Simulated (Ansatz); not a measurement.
Consider the cleavage of the Si–B bond: `NB[SiH2][SiH3]` + H₂S → `[SiH3][SiH2]S` + `BN`.

Isolated molecules relaxed with PBE0-D4/def2-TZVP in Ansatz; ΔE leaves out vibrations. CCSD(T)/CBS adds triple-zeta CCSD(T) − MP2 to the extrapolated MP2 energy (def2 sets, frozen cores). This one scheme is used for every species. Functionals use def2-TZVPP. B3LYP here is the variant with VWN-RPA as its local correlation; programs differ in this. One conformer a species, not always the lowest.

(1) Is it downhill or uphill in electronic energy at CCSD(T)/CBS, and by how much? (An estimate is asked.)

(2) What do these levels give: r2SCAN-D4, ωB97X-V, ωB97M-V, B2PLYP, PBE, r2SCAN, B3LYP, HF/def2-TZVPP, MP2/def2-TZVPP, SCS-MP2/def2-TZVPP, MP2/def2-QZVPP, MP2/CBS(def2)? (Estimate.)

Largest T1 diagnostic among the species: 0.014.

Results:

(1) Computed: Downhill: ΔE = -15.5 kcal/mol.

(2) Computed: r2SCAN-D4 -15.0, ωB97X-V -15.2, ωB97M-V -15.9, B2PLYP -15.9, PBE -13.5, r2SCAN -15.1, B3LYP -15.4, HF/def2-TZVPP -18.1, MP2/def2-TZVPP -16.7, SCS-MP2/def2-TZVPP -16.6, MP2/def2-QZVPP -17.3, MP2/CBS(def2) -17.7 kcal/mol.

From PBE to PBE0 (25 % exact exchange), in def2-TZVPP and without D4, ΔE moves by −1.0 kcal/mol. In def2-TZVPP, CCSD(T) changes the Hartree–Fock value by +3.6 kcal/mol (the triples alone add +0.3 kcal/mol) and MP2 by +1.4 kcal/mol.
